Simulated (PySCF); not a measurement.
C3H9In (SMILES [CH3][In]([CH3])[CH3]), singlet, geometry from GFN2-xTB (such geometries of metal compounds can be far from the true shape) (core potentials on In). Base run: HF/def2-SV(P) in PySCF.

Here is a job for PySCF.
```python
from pyscf import gto, scf

mol = gto.Mole()
mol.atom = '''
    In   -0.000271    0.000588   -0.000699
    C    -1.547414   -1.603627   -0.255167
    H    -1.476459   -2.031502   -1.255105
    H    -2.545325   -1.184255   -0.130214
    H    -1.399044   -2.394809    0.478474
    C    -0.162120    1.916997   -1.155486
    H     0.802561    2.172802   -1.592476
    H    -0.463524    2.724526   -0.488383
    H    -0.900661    1.823226   -1.950320
    C     1.711036   -0.315964    1.413937
    H     2.336469    0.574228    1.462973
    H     2.317505   -1.157123    1.078655
    H     1.332729   -0.540359    2.410941
'''
mol.basis = 'def2-sv(p)'
mol.ecp = {'In': 'def2-sv(p)'}
mol.charge = 0
mol.spin = 0
mol.verbose = 4
mol.build()

mf = scf.RHF(mol)
mf.kernel()
```

The base run was repeated with changes; each row names its change, and settings that it needs were set with it.

```csv
change,ΔE vs base (mEh),SCF cycles
base,0.000,9
diis_space = 4,0.000,10
init_guess = sap,0.000,14
DIIS = EDIIS,0.000,21
diis_space = 20,0.000,9
init_guess = huckel,0.000,9
conv_tol = 1e-7,0.000,8
init_guess = 1e,0.000,15
conv_tol_grad = 1e-3,0.000,9
conv_tol = 1e-4,0.000,6
diis_space = 12,0.000,9
init_guess = mod_huckel,0.000,9
diis_space = 2,0.000,12
```
